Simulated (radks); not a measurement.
Results of a calculation; reference values are marked as such.
Spherical quantum dot in the effective-mass picture: electrons in a well V = -V0 / (1 + exp((r - R)/a)) with V0 = 6.96, R = 3.1, a = 0.31, with a point charge +1 (a donor) at the centre, all in effective atomic units (hartree* = m*/eps^2 hartree, bohr* = eps/m* bohr), one dielectric constant everywhere. Level of theory: non-relativistic Kohn-Sham, PBE, spin-polarised, spherical densities (a radial shooting solver with Libxc functionals). Levels are named by radial order and angular momentum (1s, 1p, 1d, 2s, ...), and open shells are averaged over m.

N = 10, configuration 1s2 1p6 1d(up 2, down 0). This is the lowest configuration that the search found. Occupied and some empty levels:

level,occupation,eigenvalue (hartree*),<r> (bohr*)
1s up,1,-2.6937,1.592
1s down,1,-2.6649,1.555
1p up,3,-2.1924,1.989
1p down,3,-2.1422,1.976
1d up,2,-1.6150,2.176
1d down,0,-1.5574,2.171
2s up,0,-1.5067,1.590
2s down,0,-1.4839,1.611
1f up,0,-0.92153,2.321
1f down,0,-0.86096,2.321
2p up,0,-0.41997,1.920
2p down,0,-0.39405,1.924

Energy (hartree*): total -43.4610, kinetic 8.2582, external -70.663, Hartree 23.115, exchange-correlation -4.1712.
